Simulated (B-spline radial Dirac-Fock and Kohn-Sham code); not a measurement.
## Dipole and non-dipole photoemission parameters of Sr⁺ 4s

System: strontium as Sr⁺, configuration [Kr] 5s1; threshold 52.59 eV (orbital energy of the model). Method: Dirac-Hartree-Slater photoionisation with a Latter tail; cross sections with all multipoles, angular parameters from the dipole term and its interference with E2. Computed with a radial finite-basis atomic code.

For linearly polarised light dσ/dΩ = σ/(4π) [1 + β P₂(cos θ) + (δ + γ cos²θ) sin θ cos φ], with θ from the polarisation vector and φ the angle between the beam and the projection of the electron momentum on the plane normal to the polarisation.

```tsv
hν (eV)	σ (kb)	β	γ
69.7	223	1.975	-0.050
76.3	222	1.980	0.005
80	?	?	?
93.1	208	1.986	0.103
128	161	1.991	0.202
140	147	1.991	0.219
150	137	1.992	0.230
172	117	1.993	0.247
189	104	1.993	0.255
200	96.5	1.994	0.258
258	68.3	1.995	0.259
286	59.0	1.995	0.254
340	45.7	1.995	0.239
400	35.6	1.996	0.217
470	27.7	1.996	0.188
752	12.9	1.997	0.080
1253.6	5.40	1.997	-0.038
1480	4.01	1.997	-0.064
2520	1.48	1.998	-0.049
2930	1.11	1.998	-0.010
3040	1.03	1.998	0.002
3240	0.907	1.998	0.026
3490	0.782	1.998	0.058
4540	0.456	1.998	0.211
5414.7	0.315	1.998	0.348
5940	0.258	1.998	0.431
6350	0.224	1.998	0.495
8047.8	0.133	1.997	0.753
13200	0.0424	1.997	1.451
15000	0.0312	1.996	1.664
```

Problem. Give the values at 80 eV.

Solution. σ = 221 kb, β = 1.981, γ = 0.031. For an s subshell δ is negligible.
